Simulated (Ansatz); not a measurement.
`O/C(Cl)=[CH]/[GaH2]`. Total charge 0; spin multiplicity 1. Correlated methods include outer-core shells of Ga, which these sets cover unevenly. Scalar relativity is left out up to krypton.

Cartesian coordinates in Å:
```
O 1.232 -1.919 0.205
C 0.478 -0.825 0.372
Cl 0.014 -0.585 2.033
C 0.121 -0.011 -0.621
Ga -0.958 1.585 -0.498
H 1.367 -2.358 1.051
H 0.508 -0.328 -1.587
H -1.232 2.370 -1.828
H -1.532 2.071 0.874
```

(1) Give the diagnostics of a CCSD(T)/def2-TZVPP run (frozen core, the Gaussian-basis code of Ansatz). (An estimate is asked.)

Answers

(1) Ansatz gave: T1 = 0.0129, largest single amplitude 0.027, largest double 0.072, (T) share of the correlation energy 4.3 %, 9 CCSD cycles. The RHF solution is stable towards an unrestricted one. T1 lies under the customary mark of 0.02 for closed shells.
